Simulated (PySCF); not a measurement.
# Exercise with solution: oscillator strength and radiative lifetime

BBrH2O, SMILES OBBr.

The structure is a stationary point at B3LYP-D3(BJ)/def2-TZVP. The values are those of a single conformer.

TDDFT-ωB97X/def2-SVPD run with PySCF puts the first singlet state with f over 0.02 at 7.41 eV (vertical), with the transition dipole (0.222, 0.637, 0.000) in atomic units.

Q: Find the oscillator strength, the wavelength and the radiative lifetime that this transition would have in vacuum if emission retraced absorption.

A: 
|μ|² = 0.4551 au, so |μ| = 1.71 D. ΔE = 7.41/27.211 = 0.2723 hartree. f = (2/3) ΔE |μ|² = 0.083 (the program prints 0.083).
λ = 1239.84/7.41 = 167 nm; ν = 59766 cm⁻¹.
Einstein's coefficient A = 0.6670 ν² f s⁻¹ (ν in cm⁻¹) = 2.0e8 s⁻¹, so τ = 1/A = 5.1 ns. This state is S2; the lower singlet has f = 0.000. The figure is the radiative limit of this one transition; relaxation, internal conversion, crossing to triplets and a medium change what is measured.
